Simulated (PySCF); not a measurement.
Al(Cl)2(OMe) (CH3AlCl2O), SMILES C[O][Al]([Cl])[Cl].

Coordinates come from a PBE0-D3(BJ)/def2-SVP optimisation. The structure was generated by enumeration; whether it is a known compound was not checked. Other conformers were not sampled.

Level of theory: IEF-PCM-M06-2X/def2-SVP (PySCF 2.14.0).

The values are the electrostatic part of the solvation free energy, E(continuum) − E(gas) at the gas-phase geometry, in a cavity of scaled van der Waals radii (PySCF's table); cavitation and dispersion terms are not included. A continuum can't describe solvent molecules that bind to the metal. In vacuum the orbital gap is 9.99 eV. The dipole moment in vacuum is 1.93 D.

```
solvent         ε  ΔG(elec) (kcal/mol)  dipole (D)  gap (eV)
----------  -----  -------------------  ----------  --------
water       78.36                 -5.7        2.27     10.07
chloroform   4.71                 -4.0        2.18     10.04
methanol    32.61                 -5.5        2.26     10.07
```
